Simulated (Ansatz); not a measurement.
Gas-phase electronic energies from Ansatz, PBE0-D4/def2-TZVP geometries. CCSD(T)/CBS adds triple-zeta CCSD(T) − MP2 to the extrapolated MP2 energy (def2 sets, frozen cores). DFT in def2-TZVPP. B3LYP here is the variant with VWN-RPA as its local correlation; programs differ in this. One conformer a species, not always the lowest.

`N[SiH](O)[Si](N)(O)O` + `O[SiH2][SiH3]` → `N[Si](O)(O)O` + `N[SiH](O)[SiH2][SiH3]`  (redistribution)

```tsv
level	ΔE (kJ/mol)	difference from CCSD(T)/CBS
PBE-D4	-50.0	6.8
r2SCAN-D4	-58.5	-1.7
PBE0-D4	-56.9	-0.1
B3LYP-D4	-51.0	5.8
B2PLYP	-53.9	2.9
PBE	-50.6	6.2
B3LYP	-51.8	5.0
HF/def2-TZVPP	-62.6	-5.8
MP2/def2-TZVPP	-57.6	-0.8
SCS-MP2/def2-TZVPP	-55.2	1.6
CCSD/def2-TZVPP	-59.9	-3.1
CCSD(T)/def2-TZVPP	-58.8	-2.0
HF/def2-QZVPP	-62.1	-5.3
SCS-MP2/def2-QZVPP	-54.1	2.7
MP2/CBS(def2)	-55.6	1.2
CCSD/CBS(def2)	-57.9	-1.1
CCSD(T)/CBS	-56.8	0
```

Largest T1 diagnostic among the species: 0.013.

In def2-TZVPP, CCSD(T) changes the Hartree–Fock value by +3.7 kJ/mol (the triples alone add +1.1 kJ/mol) and MP2 by +5.0 kJ/mol. From PBE to PBE0 (25 % exact exchange), in def2-TZVPP and without D4, ΔE moves by −6.9 kJ/mol.
